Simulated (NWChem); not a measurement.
# C3HClF2; SMILES FC(F)=C=CCl

All runs: NWChem. Structure relaxed at the PBE-D3(BJ)/def2-SVP level. Level: B3LYP/def2-SVP with SMD (1 M gas to 1 M solution), gas-phase geometry.

```json
[
 {"solvent": "water", "dielectric constant": "78.4", "solvation free energy (kcal/mol)": "2.3", "cavity-dispersion-structure term (kcal/mol)": "4.5", "dipole in solution (D)": "1.58"},
 {"solvent": "diethyl ether", "dielectric constant": "4.24", "solvation free energy (kcal/mol)": "-2.0", "cavity-dispersion-structure term (kcal/mol)": "-0.3", "dipole in solution (D)": "1.47"},
 {"solvent": "cyclohexane", "dielectric constant": "2.02", "solvation free energy (kcal/mol)": "-1.4", "cavity-dispersion-structure term (kcal/mol)": "-0.3", "dipole in solution (D)": "1.35"},
 {"solvent": "acetonitrile", "dielectric constant": "35.7", "solvation free energy (kcal/mol)": "-1.6", "cavity-dispersion-structure term (kcal/mol)": "0.6", "dipole in solution (D)": "1.57"},
 {"solvent": "ethylene glycol", "dielectric constant": "40.2", "solvation free energy (kcal/mol)": "1.1", "cavity-dispersion-structure term (kcal/mol)": "3.3", "dipole in solution (D)": "1.57"},
 {"solvent": "ethyl acetate", "dielectric constant": "5.99", "solvation free energy (kcal/mol)": "-1.6", "cavity-dispersion-structure term (kcal/mol)": "0.2", "dipole in solution (D)": "1.50"},
 {"solvent": "1-octanol", "dielectric constant": "9.86", "solvation free energy (kcal/mol)": "-0.9", "cavity-dispersion-structure term (kcal/mol)": "1.1", "dipole in solution (D)": "1.53"}
]
```
